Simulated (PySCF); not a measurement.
## Calculated properties of `C1=CBC=CC=C1B(Cl)Cl`

Compound: C6H6B2Cl2.
Geometry (PBE0-D3(BJ)/def2-SVP, Å), atoms numbered from 1 in this order:
```xyz
16
C6H6B2Cl2 angstrom
Cl     5.6515   -1.1551    0.1257
B      5.3585    0.5257   -0.2893
Cl     6.7861    1.4991   -0.6076
C      3.9092    1.1159   -0.3687
C      3.8112    2.4570   -0.7115
C      2.6930    3.3173   -0.8790
C      1.3543    3.0493   -0.7326
B      0.6900    1.7251   -0.3424
C      1.4679    0.4449   -0.0632
C      2.8236    0.2231   -0.0835
H      4.7701    2.9530   -0.8904
H      2.9721    4.3392   -1.1651
H      0.7027    3.9112   -0.9252
H     -0.5192    1.6975   -0.2561
H      0.8857   -0.4485    0.1967
H      3.1510   -0.7945    0.1568
```

Structural features include: C=C double bond and three-coordinate boron.

From PBE0-D3(BJ)/def2-SVP geometry optimisation, gas phase (PySCF):

| Item | Value |
| --- | --- |
| Point group | Cs |
| Rotational constants A, B, C | 1.705, 0.609, 0.449 GHz |

From CAM-B3LYP/def2-SVPD ground state, ΔSCF and vertical TDDFT (core frozen in the response) (PySCF):

| Property | Result |
| --- | --- |
| Dipole moment | 1.16 D |
| HOMO energy | -8.67 eV |
| LUMO energy | -2.03 eV |
| HOMO–LUMO gap | 6.64 eV |
| Lowest singlet excitation | 4.16 eV (298 nm, f = 0.217) |
| Strongest line among the 10 lowest singlet transitions | S6 at 5.60 eV (221 nm, f = 0.646) |
| Lowest triplet excitation (Tamm–Dancoff) | 2.53 eV |
| Static isotropic polarisability | 132.4 au |
| Vertical ionisation energy | 9.21 eV |
| Vertical electron affinity | 1.52 eV |
| Electronic spatial extent ⟨r²⟩ about the centre of nuclear charge | 2263 bohr² |

PBE0/pcSseg-1 ground state and GIAO shieldings, non-relativistic (PySCF):

| Quantity | Value |
| --- | --- |
| Lowest Hirshfeld atomic charge | -0.10 e on C9 |
| Highest Hirshfeld atomic charge | +0.17 e on B2 |
| 13C chemical shifts (computed TMS as zero) by class | 172.5 (C7), 160.9 (C9), 160.3 (C10), 156.9 (C5), 153.7 (C6), 144.7 (C4) ppm |
| 1H chemical shifts (computed TMS as zero) by class | 9.09 (H16), 8.89 (H13), 8.82 (H11), 8.62 (H15), 8.33 (H12), 6.53 (H14) ppm |
| Isotropic shieldings of nuclei other than C and H, by class | 42 (B2), 54 (B8), 705 (Cl1/Cl3) ppm |
| Mayer bond orders between heavy atoms | Cl1–B2 1.11, B2–Cl3 1.11, B2–C4 0.97, C4–C5 1.54, C5–C6 1.34, C6–C7 1.63, C7–B8 1.06, B8–C9 1.10, C9–C10 1.66, C10–C4 1.27 |

Monoisotopic mass from the formula: 170.0033 u.

The ΔSCF ionisation energy exceeds −ε(HOMO) by 0.54 eV with CAM-B3LYP. −ε(LUMO) is 2.03 eV against a ΔSCF electron affinity of 1.52 eV. With B = h/(8π²I), that is 505.379 GHz u Å² over I, the principal moments of inertia are 296.4, 830.3 and 1126.7 u Å² (most abundant isotopes); the inertial defect Ic − Ia − Ib is 0.0 u Å² (zero for a rigid planar frame, negative otherwise). No computed singlet falls in the visible range (750 to 380 nm, 1.65 to 3.26 eV); S1 lies 0.90 eV above its blue end. The largest Löwdin shares of the HOMO are 0.19 on C9, 0.15 on C4, 0.14 on C5 and 0.14 on C7. The rotational constants make it an asymmetric top with κ = (2B − A − C)/(A − C) = -0.75, nearer the prolate limit (−1). S1 lies 2.48 eV below the HOMO–LUMO gap; its leading configuration is HOMO→LUMO, weight 0.91.

 NMR classes are plain means over equivalent atoms (diastereotopic ones count apart unless rotation or inversion swaps them), as if these changed places fast; in this geometry the members of some classes differ.

For the TDDFT job (CAM-B3LYP/def2-SVPD), time: 3.2 min; peak memory 1.3 GiB. Hardware: AMD EPYC 9R45, one thread (shared host).
